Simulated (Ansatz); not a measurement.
Series SnX4: PBE0-D4/def2-TZVP single points in Ansatz on relaxed structures, gas phase. Core potentials for I, Sn, no spin–orbit coupling. Binding counts from free atoms in the multiplicity of their measured ground term, without zero-point energy. A dash marks a value that wasn't run or was left out as unsound. The structures are stationary points that may keep the symmetry of their start. Remarks come from the PBE and PBE0 runs and from stability tests at other levels; not every state was tested. HOMO above LUMO (over both spins in singlets and doublets, within one spin in higher multiplets; at PBE or PBE0), or a gap under 0.15 eV within one spin, warns that the state may not be the lowest or that an electron is smeared out.

```tsv
species	atoms	state	geometry	HOMO (eV)	LUMO (eV)	gap (eV)	vertical IE (eV)	vertical triplet (eV)	binding per atom (eV)	point group (within 0.1 Å)	remarks
SnCl4	5	singlet	B3LYP-D4/def2-SVP	-9.77	-3.71	6.06	11.61	4.48	2.73	Td	gap within one spin near zero at PBE or PBE0 (+1 doublet), gap within one spin near zero at PBE or PBE0 (triplet)
SnI4	5	singlet	PBE0-D4/def2-SVP	-7.92	-3.76	4.16	9.43	2.89	2.05	Td	gap within one spin near zero at PBE or PBE0 (+1 doublet), HOMO above LUMO (+1 doublet), gap within one spin near zero at PBE or PBE0 (triplet), HOMO above LUMO (triplet)
SnH4	5	singlet	PBE-D4/def2-TZVP	-9.15	0.57	9.72	11.49	–	2.19	Td	gap within one spin near zero at PBE or PBE0 (+1 doublet)
SnF4	5	singlet	r2SCAN-D4/def2-SVP	-12.39	-4.01	8.38	14.74	6.21	3.45	Td	gap within one spin near zero at PBE or PBE0 (+1 doublet), gap within one spin near zero at PBE or PBE0 (triplet)
Sn(OH)4 (SnO4H4)	9	singlet	r2SCAN-D4/def2-SVP	-9.16	-1.93	7.23	11.21	5.18	3.53	–	gap within one spin near zero at PBE or PBE0 (+1 doublet), gap within one spin near zero at PBE or PBE0 (triplet)
Sn(SiH3)4 (Si4SnH12)	17	singlet	B3LYP-D4/def2-SVP	-7.58	-0.56	7.02	9.09	5.26	2.85	–	gap within one spin near zero at PBE or PBE0 (+1 doublet)
Sn(CF3)4 (SnC4F12)	17	singlet	r2SCAN-D4/def2-SVP	-9.62	-1.41	8.21	–	–	4.09	T	gap within one spin near zero at PBE or PBE0 (+1 doublet), HOMO above LUMO (+1 doublet), gap within one spin near zero at PBE or PBE0 (triplet)
Sn(OEt)4 (C8H20O4Sn)	33	singlet	PBE-D4/def2-SVP	-7.79	-1.81	5.97	–	–	4.03	–	gap within one spin near zero at PBE or PBE0 (+1 doublet), gap within one spin near zero at PBE or PBE0 (triplet)
```

The gap (eV) runs from 4.16 (SnI4) to 9.72 (SnH4). The vertical IE (eV) runs from 9.09 (Sn(SiH3)4) to 14.74 (SnF4). The vertical triplet (eV) runs from 2.89 (SnI4) to 6.21 (SnF4).
